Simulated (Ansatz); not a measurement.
Reaction: BAsH4 (SMILES B[AsH2]) → BH2 (SMILES [BH2], doublet) + AsH2 (SMILES [AsH2], doublet) (the As-B bond breaks)
Each species at its own B3LYP-D3(BJ)/def2-TZVP minimum (Ansatz, an electronic-structure program).

Quantity: bond dissociation energy (electronic), in kcal/mol. UHF or UKS for unpaired electrons; spin-orbit terms are left out. Cores are frozen in correlated methods (noble-gas shells, and filled d and f shells in the p block). No relativity. CBS(X,Y): correlation extrapolated as X^-3, Hartree-Fock from the larger set (Q,5: extrapolated as (X+1)exp(-9√X)). A bracket is a step between two methods taken in the basis named.

CCSD(T)/CBS(cc-pVQZ,cc-pV5Z) + [CCSDT(Q) - CCSD(T)]/cc-pVTZ + [CCSDTQ - CCSDT(Q)]/cc-pVDZ (Ansatz) gives 82.7 kcal/mol.

Question: How far off this value is PBE/def2-TZVPD (Ansatz), in which direction, and how far these levels: B3LYP/def2-TZVPD, PBE0/def2-TZVPD, wB97M-V/def2-TZVPD, CCSD(T)/CBS(cc-pVQZ,cc-pV5Z)?

Answer: PBE gives 83.5 kcal/mol, 0.8 kcal/mol above it. Differences of the others: B3LYP/def2-TZVPD (Ansatz) -4.0; PBE0/def2-TZVPD (Ansatz) -0.8; wB97M-V/def2-TZVPD (Ansatz) 0.7; CCSD(T)/CBS(cc-pVQZ,cc-pV5Z) (Ansatz) -0.2 kcal/mol.
